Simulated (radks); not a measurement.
Values are calculated unless marked as measured or tabulated.
Spherical quantum dot in the effective-mass picture: electrons in a hard-walled sphere of radius 2.12, with a point charge +1 (a donor) at the centre, all in effective atomic units (hartree* = m*/eps^2 hartree, bohr* = eps/m* bohr), one dielectric constant everywhere. Level of theory: non-relativistic Kohn-Sham, r2SCAN, spin-polarised, spherical densities, generalised Kohn-Sham scheme (a radial shooting solver with Libxc functionals). Levels are named by radial order and angular momentum (1s, 1p, 1d, 2s, ...), and open shells are averaged over m. Each electron was tried in the lowest free levels, single moves between levels near the top were tried too, and the lowest total energy was kept; such a search can miss a lower state. The series stops at N = 12: beyond it a trial failed or the search could not be trusted, so later rows were left out. At N = 1 the Hartree and exchange-correlation terms need not cancel, so that row can carry a self-interaction error.

| N | open shells | 2S | E (hartree*) | addition energy mu(N+1) - mu(N) (hartree*) | e(HOMO) (hartree*) | rms radius (bohr*) |
|---|---|---|---|---|---|---|
| 1 | 1s(up 1, down 0) | 1 | -0.192317 | 0.9267 | 0.13865 | 0.9829 |
| 2 | none | 0 | 0.542072 | 2.026 | 1.0492 | 1.035 |
| 3 | 1p(up 1, down 0) | 1 | 3.30240 | 0.5733 | 3.0388 | 1.145 |
| 4 | 1p(up 2, down 0) | 2 | 6.63600 | 0.6081 | 3.6342 | 1.201 |
| 5 | 1p(up 3, down 0) | 3 | 10.5777 | 0.8833 | 4.2514 | 1.237 |
| 6 | 1p(up 3, down 1) | 2 | 15.4028 | 0.5619 | 5.1000 | 1.265 |
| 7 | 1p(up 3, down 2) | 1 | 20.7897 | 0.5908 | 5.6792 | 1.286 |
| 8 | none | 0 | 26.7675 | 1.963 | 6.2786 | 1.304 |
| 9 | 1d(up 1, down 0) | 1 | 34.7086 | 0.5659 | 8.2222 | 1.328 |
| 10 | 1d(up 2, down 0) | 2 | 43.2156 | 0.5744 | 8.7930 | 1.348 |
| 11 | 1d(up 3, down 0) | 3 | 52.2970 | 0.5792 | 9.3703 | 1.364 |
| 12 | 1d(up 4, down 0) | 4 | 61.9577 | - | 9.9512 | 1.379 |

All shells are closed at N = 2, 8 (there: 1s2 1p6); the second difference of the energy has clear peaks (12 % above both neighbours; the first and last values, which can be the largest, are not judged, and half-filled shells can peak too) at N = 2, 5, 8.
